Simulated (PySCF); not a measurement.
C4H5FSi, SMILES C#C/C(F)=C/[SiH3].

Geometry optimised at PBE0-D3(BJ)/def2-SVP. The structure was generated by enumeration; whether it is a known compound was not checked.

Level of theory: PySCF 2.14.0 with PBE0-D3(BJ)/def2-SVP.

Frequencies are harmonic and unscaled.

**Question.** Estimate the vibrational spectrum. (Estimate from the structure and the level; the computed values follow.)

**Answer.** 
| mode | ν (cm⁻¹) | IR (km/mol) | Raman (Å⁴/amu) | depolarisation | moving atoms (share of kinetic energy) |
|---|---|---|---|---|---|
| 1 | 59 | 0.1 | 0.8 | 0.75 | H 92 % |
| 2 | 118 | 0.5 | 6.3 | 0.75 | C 64 %, H 24 %, Si 12 % |
| 3 | 120 | 1.1 | 3.4 | 0.74 | C 41 %, F 23 %, Si 19 %, H 17 % |
| 4 | 196 | 2.2 | 7.9 | 0.63 | F 36 %, C 31 %, Si 21 %, H 12 % |
| 5 | 336 | 1.4 | 2.2 | 0.75 | C 78 %, H 16 % |
| 6 | 436 | 0.6 | 7.0 | 0.36 | C 56 %, Si 23 %, F 13 %, H 9 % |
| 7 | 558 | 32.4 | 1.4 | 0.59 | C 51 %, H 28 %, F 16 % |
| 8 | 625 | 24.0 | 5.3 | 0.69 | H 52 %, C 27 %, F 12 %, Si 9 % |
| 9 | 640 | 12.3 | 19.1 | 0.75 | H 56 %, C 37 % |
| 10 | 687 | 0.7 | 6.5 | 0.75 | C 52 %, H 42 % |
| 11 | 694 | 53.8 | 4.9 | 0.75 | H 72 %, C 26 % |
| 12 | 733 | 32.7 | 2.1 | 0.74 | H 75 %, C 25 % |
| 13 | 803 | 23.6 | 2.3 | 0.16 | C 57 %, H 26 %, Si 13 % |
| 14 | 827 | 43.0 | 2.6 | 0.75 | H 72 %, C 27 % |
| 15 | 904 | 23.8 | 4.7 | 0.66 | C 49 %, F 29 %, H 21 % |
| 16 | 925 | 321.0 | 31.9 | 0.54 | H 84 %, Si 10 % |
| 17 | 942 | 48.8 | 30.8 | 0.75 | H 97 % |
| 18 | 946 | 37.4 | 25.6 | 0.67 | H 95 % |
| 19 | 1129 | 44.5 | 31.4 | 0.30 | H 58 %, C 37 % |
| 20 | 1321 | 110.7 | 6.6 | 0.67 | C 69 %, H 19 %, F 11 % |
| 21 | 1708 | 176.0 | 215.1 | 0.27 | C 98 % |
| 22 | 2237 | 85.0 | 362.9 | 0.03 | H 97 % |
| 23 | 2238 | 101.9 | 103.5 | 0.75 | H 96 % |
| 24 | 2242 | 4.0 | 535.3 | 0.34 | C 89 %, H 11 % |
| 25 | 2247 | 111.6 | 126.9 | 0.49 | H 96 % |
| 26 | 3225 | 4.2 | 57.5 | 0.36 | H 92 %, C 8 % |
| 27 | 3486 | 98.2 | 23.8 | 0.21 | H 86 %, C 14 % |
